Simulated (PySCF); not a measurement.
C4H10Si2, SMILES C1[SiH2][Si@@H](C)C=C1. Atoms are numbered in the order given.

```xyz
16

C      2.5457     0.0081     0.5402
Si     0.9666    -0.5192    -0.3420
C     -0.2757    -1.3421     0.8054
C     -1.4906    -0.7811     0.9508
C     -1.9557     0.4651     0.2432
Si    -0.5604     1.1762    -0.8604
H      3.0819    -0.8679     0.9378
H      3.2219     0.5374    -0.1485
H      2.3122     0.6799     1.3799
H      1.3249    -1.4120    -1.4919
H     -0.0568    -2.2561     1.3708
H     -2.2214    -1.2484     1.6270
H     -2.8484     0.2364    -0.3659
H     -2.2964     1.2131     0.9806
H     -0.9909     1.2745    -2.2896
H     -0.1561     2.5442    -0.4043
```
Charge 0, spin multiplicity 1.

Geometry: PBE0-D3(BJ)/def2-SVP. The structure was generated by enumeration; whether it is a known compound was not checked. The values are those of a single conformer.

Computed with TDA-PBE/def2-SVPD run with PySCF 2.14.0.

Vertical excitations. The molecule is in vacuum.

Computed excitation energies, oscillator strengths and character:
```tsv
state	energy (eV)	λ (nm)	f	main pairs
S1	5.09	244	0.002	HOMO→LUMO 94 %
S2	5.91	210	0.047	HOMO−1→LUMO+1 34 %, HOMO−1→LUMO 31 %, HOMO−1→LUMO+2 18 %, HOMO→LUMO+1 8 %
S3	6.00	207	0.022	HOMO−1→LUMO+1 51 %, HOMO−1→LUMO+2 28 %, HOMO−1→LUMO 11 %
S4	6.13	202	0.026	HOMO→LUMO+1 49 %, HOMO→LUMO+2 27 %, HOMO−1→LUMO+1 10 %
S5	6.17	201	0.025	HOMO→LUMO+2 36 %, HOMO→LUMO+1 30 %, HOMO−2→LUMO 26 %
S6	6.31	197	0.017	HOMO−1→LUMO+2 28 %, HOMO−4→LUMO 24 %, HOMO−2→LUMO 15 %, HOMO−1→LUMO 11 %
T1	4.23	293	0	HOMO−1→LUMO 88 %
T2	4.91	253	0	HOMO→LUMO 92 %
```
Triplets are in the Tamm–Dancoff approximation.
